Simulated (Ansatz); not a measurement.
`[OH][Mo]([OH])([F])([F])([F])[Cl]` + H₂O → `[OH][Mo]([OH])([OH])([F])([F])[F]` + HCl  (formal hydrolysis of a Mo–Cl bond)

Gas-phase electronic energies from Ansatz, PBE0-D4/def2-TZVP geometries. CBS: MP2 limit from def2 TZ/QZ plus the TZ coupled-cluster correction, frozen cores. This one scheme is used for every species. Functionals use def2-TZVPP. B3LYP here is the variant with VWN-RPA as its local correlation; programs differ in this. def2 core potentials past Kr. For Mo outer-core shells are correlated without core-valence functions, which leaves a few kJ/mol of doubt a bond. One conformer a species, not always the lowest.

```json
{"level": "PBE-D4", "ΔE (kcal/mol)": "-0.9"}
{"level": "PBE0-D4", "ΔE (kcal/mol)": "-1.6"}
{"level": "PBE0", "ΔE (kcal/mol)": "-2.0"}
{"level": "B3LYP", "ΔE (kcal/mol)": "-3.0"}
{"level": "MP2/def2-QZVPP", "ΔE (kcal/mol)": "0.0"}
{"level": "SCS-MP2/def2-QZVPP", "ΔE (kcal/mol)": "-1.7"}
{"level": "HF/CBS(def2)", "ΔE (kcal/mol)": "-5.3"}
{"level": "MP2/CBS(def2)", "ΔE (kcal/mol)": "0.4"}
```

**Question.** What does CCSD(T)/CBS give? (An estimate is asked.)

**Answer.** Ansatz gave: -2.3 kcal/mol. The listed levels differ from it by 1.4, 0.7, 0.3, -0.7, 2.3, 0.6, -3.0, 2.7 kcal/mol.

Largest T1 diagnostic among the species: 0.025, so the coupled-cluster value is less sure than usual.

The D4 term adds +0.8 kcal/mol with B3LYP and +0.4 kcal/mol with PBE0; it sums over pairs of atoms, weighted by their polarisabilities, and B3LYP, whose exchange is more repulsive, gets the larger term. In def2-TZVPP, CCSD(T) changes the Hartree–Fock value by +2.4 kcal/mol (the triples alone add +1.4 kcal/mol) and MP2 by +5.0 kcal/mol.
